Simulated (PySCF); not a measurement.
PySCF input (M06-2X/def2-TZVPD):

```python
from pyscf import gto, scf, dft

mol = gto.M(
    atom='''
    Se   -0.00812663   -0.28330172    0.07847759
    F     1.93385004   -0.25006775    0.02401380
    F     0.04141530    1.44377429   -0.39994083
    F    -1.94456472   -0.12345560    0.07945614
    ''',
    basis='def2-tzvpd',
    charge=-1,
    spin=0,
    verbose=4,
)

mf = dft.RKS(mol, xc='m062x').density_fit(auxbasis='def2-universal-jkfit')
mf.grids.level = 4
mf.conv_tol = 1e-9
mf.max_cycle = 100
mf.max_memory = 1500
mf.kernel()
if not mf.converged:
    mf = mf.newton()
    mf.kernel(mf.make_rdm1())
mf.analyze()
```

Output:

```
PySCF version 2.14.0

[INPUT] verbose = 4
[INPUT] num. atoms = 4
[INPUT] num. electrons = 62
[INPUT] charge = -1
[INPUT] spin (= nelec alpha-beta = 2S) = 0
[INPUT] symmetry False subgroup None
[INPUT] Mole.unit = angstrom
[INPUT] Symbol           X                Y                Z      unit          X                Y                Z       unit  Magmom
[INPUT]  1 Se    -0.008126630000  -0.283301720000   0.078477590000 AA   -0.015357105016  -0.535362661418   0.148301152016 Bohr   0.0
[INPUT]  2 F      1.933850040000  -0.250067750000   0.024013800000 AA    3.654446941579  -0.472559560086   0.045379505210 Bohr   0.0
[INPUT]  3 F      0.041415300000   1.443774290000  -0.399940830000 AA    0.078263574367   2.728337993788  -0.755778634731 Bohr   0.0
[INPUT]  4 F     -1.944564720000  -0.123455600000   0.079456140000 AA   -3.674694752292  -0.233297272544   0.150150343515 Bohr   0.0

nuclear repulsion = 301.335783628405
number of shells = 61
number of NR pGTOs = 277
number of NR cGTOs = 177
basis = def2-tzvpd
ecp = {}

******** <class 'pyscf.df.df_jk.DFRKS'> ********
method = DFRKS
initial guess = minao
damping factor = 0
level_shift factor = 0
DIIS = <class 'pyscf.scf.diis.CDIIS'>
diis_start_cycle = 1
diis_space = 8
diis_damp = 0
SCF conv_tol = 1e-09
SCF conv_tol_grad = None
SCF max_cycles = 100
direct_scf = False
XC library pyscf.dft.libxc version 7.1.2
    S. Lehtola, C. Steigemann, M. J. T. Oliveira, and M. A. L. Marques,  SoftwareX 7, 1–5 (2018)
XC functionals = m062x
    Y. Zhao and D. G. Truhlar,  Theor. Chem. Acc. 120, 215 (2008)
    Y. Zhao and D. G. Truhlar,  Theor. Chem. Acc. 120, 215 (2008)
radial grids:
    Treutler-Ahlrichs [JCP 102, 346 (1995); DOI:10.1063/1.469408] (M4) radial grids

becke partition: Becke, JCP 88, 2547 (1988); DOI:10.1063/1.454033
pruning grids: <function nwchem_prune>
grids dens level: 4
symmetrized grids: False
atomic radii adjust function: <function treutler_atomic_radii_adjust>
small_rho_cutoff = 0
Set gradient conv threshold to 3.16228e-05
Initial guess from minao.
tot grids = 116696
******** <class 'pyscf.df.df.DF'> ********
auxbasis = def2-universal-jkfit
init E= -2700.06904980069
  HOMO = -0.238866071769479  LUMO = -0.102718693210658  gap/eV = 3.70476
cycle= 1 E= -2701.05208688993  delta_E= -0.983  |g|= 0.925  |ddm|= 1.89
  HOMO = -0.0658350222001448  LUMO = 0.130867519632565  gap/eV = 5.35255
cycle= 2 E= -2700.91865558308  delta_E= 0.133  |g|= 1.38  |ddm|= 1.13
  HOMO = -0.0890010505085925  LUMO = 0.134860660779339  gap/eV = 6.09159
[...]
cycle= 10 E= -2701.19569763705  delta_E= -5.62e-10  |g|= 8.72e-06  |ddm|= 7.45e-05
  HOMO = -0.092888268472187  LUMO = 0.134014990951752  gap/eV = 6.17435
Extra cycle  E= -2701.19569763706  delta_E= -1.64e-11  |g|= 7.67e-06  |ddm|= 1.34e-05
converged SCF energy = -2701.19569763706
**** SCF Summaries ****
Total Energy =                       -2701.195697637061585
Nuclear Repulsion Energy =             301.335783628405466
One-electron Energy =                -4376.268826279400855
Two-electron Energy =                 1373.737345013933918
Two-electron Coulomb Energy =         1492.489802455203289
DFT Exchange-Correlation Energy =     -118.752457441269371
HOMO-LUMO gap [eV] =                     6.174352181381017
**** MO energy ****
MO #1   energy= -456.218236086043  occ= 2
MO #2   energy= -58.7783611587861  occ= 2
MO #3   energy= -52.8352696202739  occ= 2
MO #4   energy= -52.8345766675355  occ= 2
MO #5   energy= -52.8302637010996  occ= 2
MO #6   energy= -25.0508067659529  occ= 2
MO #7   energy= -24.9850160396365  occ= 2
MO #8   energy= -24.9850060854003  occ= 2
MO #9   energy= -8.01339724051078  occ= 2
MO #10  energy= -5.95379684077688  occ= 2
MO #11  energy= -5.95150448091246  occ= 2
MO #12  energy= -5.93525626197456  occ= 2
MO #13  energy= -2.22953462164314  occ= 2
MO #14  energy= -2.22815710260074  occ= 2
MO #15  energy= -2.21219955550769  occ= 2
MO #16  energy= -2.21026650576778  occ= 2
MO #17  energy= -2.20644687533737  occ= 2
MO #18  energy= -1.12954694556148  occ= 2
MO #19  energy= -1.04980320953865  occ= 2
MO #20  energy= -1.04944746920137  occ= 2
MO #21  energy= -0.57868021107069  occ= 2
MO #22  energy= -0.370308564407864 occ= 2
MO #23  energy= -0.36126367490475  occ= 2
MO #24  energy= -0.34709541185029  occ= 2
MO #25  energy= -0.316283760705934 occ= 2
MO #26  energy= -0.277479932135946 occ= 2
MO #27  energy= -0.270196577923317 occ= 2
MO #28  energy= -0.264775984317047 occ= 2
MO #29  energy= -0.256313373270701 occ= 2
MO #30  energy= -0.199290124041934 occ= 2
MO #31  energy= -0.092888268472187 occ= 2
MO #32  energy= 0.134014990951752  occ= 0
MO #33  energy= 0.149650664139955  occ= 0
MO #34  energy= 0.153540484395849  occ= 0
MO #35  energy= 0.165599209260405  occ= 0
MO #36  energy= 0.191468764165515  occ= 0
MO #37  energy= 0.216447631104945  occ= 0
MO #38  energy= 0.251912869847328  occ= 0
MO #39  energy= 0.254922470426765  occ= 0
MO #40  energy= 0.259744237196656  occ= 0
MO #41  energy= 0.275092878612949  occ= 0
MO #42  energy= 0.275972603073112  occ= 0
MO #43  energy= 0.28010116239388   occ= 0
MO #44  energy= 0.315552001815403  occ= 0
MO #45  energy= 0.321441136398138  occ= 0
MO #46  energy= 0.328425341098024  occ= 0
MO #47  energy= 0.329768445411723  occ= 0
MO #48  energy= 0.34841084070811   occ= 0
MO #49  energy= 0.400306721657237  occ= 0
MO #50  energy= 0.41360505222281   occ= 0
MO #51  energy= 0.416101695497723  occ= 0
MO #52  energy= 0.445849656011688  occ= 0
MO #53  energy= 0.475927894874453  occ= 0
MO #54  energy= 0.50026827108444   occ= 0
MO #55  energy= 0.515528772422117  occ= 0
MO #56  energy= 0.556007129834332  occ= 0
MO #57  energy= 0.606605162346933  occ= 0
MO #58  energy= 0.607585790695016  occ= 0
MO #59  energy= 0.615898997153282  occ= 0
MO #60  energy= 0.645465876632177  occ= 0
MO #61  energy= 0.660553301857585  occ= 0
MO #62  energy= 0.672297106166766  occ= 0
MO #63  energy= 0.729707952944827  occ= 0
MO #64  energy= 0.744178665877417  occ= 0
MO #65  energy= 0.778537523734431  occ= 0
MO #66  energy= 0.787899788135871  occ= 0
MO #67  energy= 0.810787237827017  occ= 0
MO #68  energy= 0.844540210081883  occ= 0
MO #69  energy= 0.858470187550839  occ= 0
MO #70  energy= 0.858738523776847  occ= 0
MO #71  energy= 0.864546615591746  occ= 0
MO #72  energy= 0.872169294813286  occ= 0
MO #73  energy= 0.874659611983586  occ= 0
MO #74  energy= 0.876419895558068  occ= 0
MO #75  energy= 0.883933314845139  occ= 0
MO #76  energy= 0.92325885587212   occ= 0
MO #77  energy= 0.933771904314859  occ= 0
MO #78  energy= 0.992854129584187  occ= 0
MO #79  energy= 1.03300000726071   occ= 0
MO #80  energy= 1.11220186480029   occ= 0
MO #81  energy= 1.13656753883559   occ= 0
MO #82  energy= 1.16880782133877   occ= 0
MO #83  energy= 1.23806569347526   occ= 0
MO #84  energy= 1.25500861502227   occ= 0
MO #85  energy= 1.28229731096422   occ= 0
MO #86  energy= 1.30924870060742   occ= 0
MO #87  energy= 1.33666482662601   occ= 0
MO #88  energy= 1.42195641300531   occ= 0
MO #89  energy= 1.47127967531029   occ= 0
MO #90  energy= 1.50136536890161   occ= 0
MO #91  energy= 1.53005273453275   occ= 0
MO #92  energy= 1.56084568150816   occ= 0
MO #93  energy= 1.59152901640885   occ= 0
MO #94  energy= 1.60397925455534   occ= 0
MO #95  energy= 1.63344881795355   occ= 0
MO #96  energy= 1.6816650770751    occ= 0
MO #97  energy= 1.71245321905088   occ= 0
MO #98  energy= 1.73657324938595   occ= 0
MO #99  energy= 1.74759729862614   occ= 0
MO #100 energy= 1.79040118313603   occ= 0
MO #101 energy= 1.80381086393696   occ= 0
MO #102 energy= 1.81962554818359   occ= 0
MO #103 energy= 1.90773909776995   occ= 0
MO #104 energy= 2.18818581775624   occ= 0
MO #105 energy= 2.22445298047737   occ= 0
MO #106 energy= 2.5067583241592    occ= 0
MO #107 energy= 2.52550994983176   occ= 0
[...]
```
